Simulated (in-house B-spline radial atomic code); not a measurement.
A fraction x of an electron is removed from 3p in the sulfur ion S³⁺, starting from [Ne] 3s2 3p1 and keeping the highest spin. Computed with a radial B-spline atomic code at the basis-set limit: non-relativistic LDA VWN5, spin-polarised, spherical fractional occupations, point nucleus.

| x | E(x) - E(0) (eV) | 3p up level (eV) |
| --- | --- | --- |
| 0 | 0.0000 | -41.037 |
| 0.09 | 3.7437 | -42.158 |
| 0.23 | 9.7683 | -43.910 |
| 0.37 | 16.0391 | -45.674 |
| 0.42 | 18.3386 | -46.306 |
| 0.5 | 22.0836 | -47.319 |
| 0.53 | 23.5088 | -47.700 |
| 0.73 | 33.3030 | -50.244 |
| 0.81 | 37.3633 | -51.264 |
| 0.98 | 46.2624 | -53.432 |
| 1 | 47.3336 | - |

The exact functional would give a straight line between the two integer points. Deviations E(x) - E(0) - x[E(1) - E(0)], in eV: -0.516 at x = 0.09, -1.118 at x = 0.23, -1.474 at x = 0.37, -1.542 at x = 0.42, -1.583 at x = 0.5, -1.578 at x = 0.53, -1.251 at x = 0.73, -0.977 at x = 0.81, -0.125 at x = 0.98.

The curve lies below the straight line by up to 1.583 eV (at x = 0.5): convex, the delocalisation error that favours fractional charges.

(1) How well does Slater's transition state (minus the level at half occupation) give the ionisation energy?

## Answers

(1) It gives 47.319 eV against 47.334 eV from the two total energies; NIST lists 47.22 eV, ground level to ground level.
